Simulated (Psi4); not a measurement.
A dimer, CHF3 ··· C4H4S (SMILES FC(F)F and c1ccsc1); the first 5 atoms form monomer A.

```
14

F      1.1121    -0.5927    -0.3919
C     -0.0036    -0.0052     0.0622
F     -1.0596    -0.5927    -0.5172
F      0.0173     1.2848    -0.3002
H     -0.0662    -0.0943     1.1470
C      1.1270    -6.4410     4.6962
C     -0.1487    -6.7440     4.1450
C     -1.1741    -6.2219     4.8796
S     -0.5931    -5.3584     6.2468
C      1.0410    -5.6958     5.8367
H      2.0637    -6.7623     4.2645
H     -0.2961    -7.3228     3.2449
H     -2.2327    -6.2967     4.6937
H      1.8433    -5.3286     6.4550
```

Question: What interaction energy does SAPT0/jun-cc-pVDZ, frozen core (Psi4) give, and which attractive term is the largest?

Answer: Total -0.76 kJ/mol: electrostatics -0.66, exchange 0.00, induction -0.01, dispersion -0.09. The most attractive term is electrostatics.
